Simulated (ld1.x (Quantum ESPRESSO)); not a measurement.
u(r) = r·R(r): atom against pseudo-atom (hydrogen (H))

Columns: radius, all-electron u(r) and pseudo u(r) of the 1s shell (level -6.36 eV) of hydrogen in the configuration 1s1; LDA (PZ), scalar-relativistic, ultrasoft scheme, ld1.x (Quantum ESPRESSO) 7.5.

```tsv
r (bohr)	all-electron	pseudo
0.040	0.0712	0.0592
0.080	0.1367	0.1176
0.120	0.1971	0.1746
0.160	0.2524	0.2296
0.200	0.3031	0.2820
0.240	0.3495	0.3313
0.280	0.3918	0.3772
0.320	0.4303	0.4193
0.360	0.4652	0.4576
0.400	0.4967	0.4921
0.440	0.5252	0.5228
0.480	0.5507	0.5500
0.520	0.5735	0.5738
0.560	0.5939	0.5945
0.600	0.6118	0.6125
0.640	0.6276	0.6281
0.680	0.6413	0.6416
0.720	0.6531	0.6533
0.760	0.6632	0.6632
0.800	0.6717	0.6717
0.840	0.6786	0.6786
0.880	0.6841	0.6841
0.920	0.6884	0.6884
0.960	0.6914	0.6914
1.000	0.6933	0.6933
1.040	0.6942	0.6942
```

Question: How many radial nodes do the two functions have?

Answer: The all-electron 1s function has n − l − 1 = 0; the pseudo-wave has 0.

Question: At about which radius was the pseudo-wave matched?

Answer: 0.80 bohr. The columns agree to 0.0005 from 0.64 bohr on; several derivatives are matched, so the curves merge somewhat inside the radius.

Question: Is the pseudo-wave norm-conserving?

Answer: No, it belongs to an ultrasoft set: the norm inside the radius is not constrained, and the difference is carried by the augmentation charge.
